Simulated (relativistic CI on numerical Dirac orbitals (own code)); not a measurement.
# Si I: calculation against measurement

Computed by Dirac-Coulomb-Breit CI, orbitals from a KLI potential per configuration, model QED (radiative potential, 1s self-energy scaled to tabulated hydrogen-like ionisation energies), valence Slater integrals scaled by 0.85, configuration energies shifted to the measured levels that pair with them (semi-empirical) (own radial code, finite nucleus).

Configurations in the expansion (outside the closed core [Ne]): 3s2 3p2, 3s 3p3, 3s2 3p 4s, 3s2 3p 4p, 3s2 3p 5s, 3s2 3p 4d, 3s2 3p 5p, 3s2 3p 3d, 3s2 3d2, 3p4, 3s2 4s2, 3s2 3p 4f, 3s2 3p 5d, 3s2 3p 5f, 3s2 3p 5g, 3s2 4s 4p, 3s 3p2 3d, 3s2 3d 4s, 3s2 4p2, 3s2 3d 4p. Levels of other configurations are missing.

```tsv
Configuration	Term (tabulated)	J	Measured (cm⁻¹)	Computed	Error	Purity (%)
3s2 3p2	3P	0	0.0	0	0	97
3s2 3p2	3P	1	77.1	72	-5	97
3s2 3p2	3P	2	223.2	208	-15	97
3s2 3p2	1D	2	6298.8	7212	914	97
3s2 3p2	1S	0	15394.4	13096	-2298	93
3s2 3p 4s	3P°	0	39683.2	39680	-3	99
3s2 3p 4s	3P°	1	39760.3	39759	-1	98
3s2 3p 4s	3P°	2	39955.1	39957	2	99
3s2 3p 4s	1P°	1	40991.9	41043	52	97
3s2 3p 4p	1P	1	47284.1	47745	461	95
3s2 3p 4p	3D	1	48020.1	48235	215	95
3s2 3p 4p	3D	2	48102.3	48310	208	98
3s2 3p 4p	3D	3	48264.3	48480	215	99
3s2 3p 4p	3P	0	49028.3	48973	-55	99
3s2 3p 4p	3P	1	49060.6	49016	-44	93
3s2 3p 4p	3P	2	49188.6	49137	-51	98
3s2 3p 4p	3S	1	49399.7	49444	44	94
3s2 3p 4p	1D	2	50189.4	49888	-301	97
3s2 3p 4p	1S	0	51612.0	51429	-183	92
3s2 3p 5s	3P°	0	54245.0	54242	-3	99
3s2 3p 5s	3P°	1	54313.8	54317	3	96
3s2 3p 5s	3P°	2	54528.2	54526	-2	99
3s2 3p 5s	1P°	1	54871.0	54991	120	62
3s2 3p 4d	1D°	2	56503.3	56997	494	75
3s2 3p 4d	3P°	2	56690.9	56558	-133	58
3s2 3p 4d	3P°	1	56700.2	56648	-52	60
3s2 3p 4d	3P°	0	56733.4	56683	-51	60
3s2 3p 5p	1P	1	56780.4	56874	94	57
3s2 3p 5p	3D	2	57017.5	57035	18	91
3s2 3p 5p	3D	3	57198.0	57223	25	100
3s2 3p 5p	3P	0	57295.9	57273	-23	99
3s2 3p 5p	3P	1	57328.8	57311	-17	60
3s2 3p 4d	3F°	2	57372.3	57435	62	89
3s2 3p 4d	3F°	3	57450.6	57508	58	92
3s2 3p 5p	3P	2	57468.2	57445	-23	92
3s2 3p 5p	3S	1	57541.9	57506	-36	71
3s2 3p 4d	3F°	4	57583.7	57639	55	93
3s2 3p 5p	1D	2	57798.1	57777	-21	94
3s2 3p 5p	1S	0	58311.7	58821	509	93
3s2 3p 4d	1P°	1	58801.5	59266	464	79
3s2 3p 4d	1F°	3	58893.4	59484	590	72
```

Measured levels from NIST Handbook of Basic Atomic Spectroscopic Data (Sansonetti and Martin, J. Phys. Chem. Ref. Data 34, 1559 (2005)); pairs were made by configuration, J and term (by order where the table uses no LS term), so strongly mixed levels may be paired wrongly.

Mean error by configuration (cm⁻¹): 3s2 3p2 -351; 3s2 3p 4s 12; 3s2 3p 4p 51; 3s2 3p 5s 29; 3s2 3p 4d 165; 3s2 3p 5p 58. Over the excited levels the mean absolute error is 198 cm⁻¹ (40 of the 48 excited levels that our extract of the source holds in range could be paired, and the others can miss by more), and the median relative error of those above 1,000 cm⁻¹ is 0.1 %, both after the shifts were fitted to these levels, so that a configuration with one level shows no error.

Configurations whose levels could be paired with our table of measured levels were shifted onto them, all but the ground configuration, by the median error of their levels; single terms can still be off by 1,000 to 2,000 cm⁻¹ or more, and rates follow the energies as ν³ (E1, M1) or ν⁵ (E2). The others borrow a shift and can be off by several thousand cm⁻¹ or more. The fine structure of a lone outer electron comes out too small, for d and f at times inverted, and misplaced configurations move strength between like terms. 40 of the 48 excited levels that our extract of the measured tables holds in this range could be paired (the sources list more); they are missed by 198 cm⁻¹ on average and 2298 at most, after the shifts were fitted to these levels, and levels without a partner can miss by more.

Shifts applied (cm⁻¹): 3s2 3p2 0; 3s2 3p 4s -3862; 3s2 3p 4p -3609; 3s2 3p 5s -4213; 3s2 3p 4d -4562; 3s2 3p 5p -4358.
